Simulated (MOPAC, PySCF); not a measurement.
H$_{6}$AlN$_{3}$, SMILES `[NH2][Al]([NH2])[NH2]`, neutral singlet in the gas phase. 

Cartesian coordinates (Å):
```xyz
10

N      0.0488     1.7728    -0.0642
Al    -0.0001     0.0003     0.0000
N     -1.5594    -0.8425     0.0819
N      1.5106    -0.9302    -0.0177
H      0.8698     2.3207    -0.2629
H     -0.7402     2.3787     0.0911
H     -2.4583    -0.4093    -0.0529
H     -1.6755    -1.8241     0.2734
H      1.5724    -1.9283    -0.1354
H      2.4321    -0.5381     0.0866
```
Charge 0, spin multiplicity 1.

All levels are single points at this geometry (B3LYP-D3(BJ)/def2-TZVP); Pople sets use spherical d functions. Orbital energies aren't observables, and empty levels follow the basis.

```csv
level,HOMO (eV),LUMO (eV),gap (eV),dipole (D),"vertical IE, Delta-SCF (eV)"
TPSSh-D3(BJ)/def2-TZVP in PySCF,-5.91,0.02,5.93,0.00,–
B3LYP/3-21G in PySCF,-5.43,1.16,6.59,0.00,–
B3LYP/6-311+G** in PySCF,-6.59,-0.60,5.99,0.00,–
B3LYP/6-31G* in PySCF,-5.97,0.54,6.51,0.00,8.36
B3LYP/LANL2DZ in PySCF,-6.14,0.82,6.96,0.00,–
BP86/6-31G* in PySCF,-4.86,0.03,4.88,0.00,–
PBE/6-31G* in PySCF,-4.75,-0.01,4.75,0.00,–
SVWN5/6-31G* in PySCF,-4.86,-0.12,4.74,0.00,–
HF/3-21G in PySCF,-9.64,4.59,14.23,0.00,–
HF/6-31G* in PySCF,-9.98,3.69,13.66,0.00,7.88
AM1 in MOPAC,-9.04,1.46,10.50,0.00,–
PM6 in MOPAC,-8.62,2.80,11.43,0.00,–
PM7 in MOPAC,-10.08,3.49,13.57,0.00,–
```
